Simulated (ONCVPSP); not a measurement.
## silver (Ag), ONCV: configuration errors across variants

ONCVPSP 4.0.1 input, shortened (lines: element, Z, core and valence counts, functional; n l f; lmax; l rc ep ncon nbas qcut; lloc lpopt rc5 dvloc0; l nproj debl; icmod fcfact rcfact), LDA (Perdew-Zunger), scalar-relativistic:

```
  Ag 47.00    6    4        3      upf
    1    0    2.00
    2    0    2.00
    2    1    6.00
    3    0    2.00
    3    1    6.00
    3    2   10.00
    4    0    2.00
    4    1    6.00
    4    2   10.00
    5    0    0.50
    2
    0    1.65    0.00    4    7    7.10
    1    1.00    0.00    4    7    7.70
    2    1.55    0.00    3    8   11.50
    4    5    0.85    2.00
    0    2    3.90
    1    2    0.50
    2    1    3.70
    3    2.50    1.40
```

In the p channel the program set the typed energies aside and used -2.302, 0.250 Ha.

All-electron excitation energies from the reference (eV): (1) 4s2 4p6 4d10 5s1 -3.186; (2) 4s2 4p6 4d10 5s0 4.917; (3) 4s2 4p6 4d9 5s0 27.300; (4) 4s1 4p6 4d10 5s1 98.903.

Errors AE − PS in meV (a dash: test not solved or not reliable):

```csv
change,(1),(2),(3),(4),bound ghosts,GHOST(+) flags above zero
base,+0.6,-1.1,-1.6,-384,none,s
s: rc 1.2,+0.7,-0.8,-1.4,-98,none,s
s: rc 1.58,+0.6,-1.0,-1.6,-335,none,s
s: rc 1.8,+0.6,-1.2,-1.6,-493,none,s
s: rc 1.94,+0.6,-1.2,-1.5,-571,none,s
s: rc 2.2,+0.6,-1.3,-1.8,-634,none,s
s: rc 2.42,+0.6,-1.3,-2.3,-634,none,s
```

(1) Give the same row for: s: rc 1.36.

## Answers

(1) +0.6, -0.9, -1.5, -181; bound ghosts: none; GHOST(+) flags above zero: s.
